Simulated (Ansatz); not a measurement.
Consider the ligand exchange at a Zr–O bond: `[CH3][Zr]([OH])([Cl])[Cl]` + HCl → `[CH3][Zr]([Cl])([Cl])[Cl]` + H₂O.

Isolated molecules relaxed with PBE0-D4/def2-TZVP in Ansatz; ΔE leaves out vibrations. CCSD(T)/CBS adds triple-zeta CCSD(T) − MP2 to the extrapolated MP2 energy (def2 sets, frozen cores). This one scheme is used for every species. Functionals use def2-TZVPP. def2 core potentials past Kr. For Zr outer-core shells are correlated without core-valence functions, which leaves a few kJ/mol of doubt a bond. Each species was taken in one conformer, which may not be the lowest.

```csv
level,ΔE (kJ/mol)
BLYP-D4,-20.8
B97M-V,-26.8
```

(1) What does CCSD(T)/CBS give? (Best estimate.)

(2) What do rigid-rotor, harmonic-oscillator terms from PBE0-D4/def2-TZVP frequencies (298.15 K, 1 bar) make of the CCSD(T)/CBS value? (Best estimate.)

Largest T1 diagnostic among the species: 0.015.

Answers

(1) Ansatz gave: -26.7 kJ/mol. The listed levels differ from it by 5.9, -0.1 kJ/mol.

(2) Ansatz gave: ΔZPE = +8.8 kJ/mol, ΔH = -18.1 kJ/mol, ΔS = -9 J/(mol·K), ΔG = -15.4 kJ/mol.

From BLYP to BHLYP (50 % exact exchange), in def2-TZVPP and without D4, ΔE moves by −3.6 kJ/mol. At CCSD(T), def2-SVP lies +18.8 kJ/mol from the extrapolated value and def2-TZVPP +4.6 kJ/mol.

CCSD(T)/CBS has its own doubt, a few kJ/mol and more with outer-core shells, so smaller differences from it don't rank the levels.
